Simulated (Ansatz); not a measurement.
Caution, from a PySCF single point (PBE-D3(BJ)/def2-TZVPD) at this geometry: the highest occupied level lies above zero, so the state may not be bound.

Species: CF3, SMILES `F[C-](F)F` (charge -1, multiplicity 1).

Question: Give a relaxed geometry from PBE-D3(BJ)/def2-TZVPD (Ansatz, a first-principles code).

Answer: the end point of this relaxation (outside a Z-matrix the atoms follow the SMILES, hydrogens last).
Z-matrix (Å, degrees):
```
C
F 1 1.4497
F 1 1.4497 2 99.88
F 1 1.4497 2 99.88 3 101.96
```
